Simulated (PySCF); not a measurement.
Si(H)(Cl)(Me)2 (C2H7ClSi), SMILES C[SiH](C)Cl.

Geometry optimised at B3LYP-D3(BJ)/def2-SVP.

These are PBE0/def2-TZVP in PySCF values and carry that method's errors.

Symmetry labels are those of the subgroup Cs that the program uses (full group Cs).

Computed valence orbital energies around the gap with their symmetry:
| orbital | symmetry | energy (eV) |
|---|---|---|
| HOMO−7 | A' | -11.87 |
| HOMO−6 | A" | -11.46 |
| HOMO−5 | A" | -11.35 |
| HOMO−4 | A' | -10.17 |
| HOMO−3 | A' | -9.84 |
| HOMO−2 | A" | -9.69 |
| HOMO−1 | A' | -8.55 |
| HOMO | A" | -8.51 |
| LUMO | A' | 0.86 |
| LUMO+1 | A' | 1.14 |
| LUMO+2 | A" | 1.25 |
| LUMO+3 | A' | 2.11 |
